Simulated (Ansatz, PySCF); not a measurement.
System: C₅H₆N, charge 0, multiplicity 2. It need not be the lowest isomer of its formula. 
Coordinates optimised at B3LYP-D3(BJ)/def2-TZVP (Ansatz, a program for electronic structure):
```
C
C 1 1.3735
H 2 1.0785 1 125.32
N 1 1.3876 2 106.76 3 180.00
H 4 1.0040 1 125.68 2 -180.00
C 4 1.3573 5 125.92 1 -180.00
C 6 1.3599 4 111.24 5 180.00
H 7 1.0753 6 127.94 4 -180.00
C 1 1.4883 2 131.43 3 0.00
H 9 1.0894 1 109.48 2 0.00
H 9 1.0941 10 107.66 1 -122.09
H 9 1.0941 10 107.66 11 -115.83
```
Charge 0, spin multiplicity 2.

Total electronic energies in hartree. Cores are frozen in the correlated levels unless marked. Open shells are spin-unrestricted. Spin-orbit coupling is left out. No relativistic terms. Basis-set limits of correlation are two-point, X^-3; Hartree-Fock from the larger set. The bracket is a focal-point correction in the basis named.

The UHF reference is spin-contaminated (<S^2> 0.21 over the pure value in the largest basis). 

| level | program | energy (Eh) |
|---|---|---|
| HF-D3(BJ)/def2-TZVPD | PySCF + dftd3 | -247.36815 |
| PBE-D3(BJ)/def2-TZVPD | Ansatz + dftd3 | -248.57531 |
| r2SCAN-D3(BJ)/def2-TZVPD | Ansatz + dftd3 | -248.74449 |
| PBE0-D4/def2-TZVP | Ansatz + dftd4 | -248.59510 |
| r2SCAN0/def2-TZVPD | Ansatz | -248.71370 |
| LC-wPBE-D4/def2-TZVPD | Ansatz + dftd4 | -248.72199 |
| MP2/STO-3G | Ansatz | -244.44249 |
| MP2/cc-pVDZ | Ansatz | -248.00622 |
| RI-MP2/CBS(cc-pVTZ,cc-pVQZ)+[CCSD(T)-MP2]/cc-pVTZ | Ansatz | -248.4615 |

Totals of different functionals don't rank their quality; only differences between species are comparable.
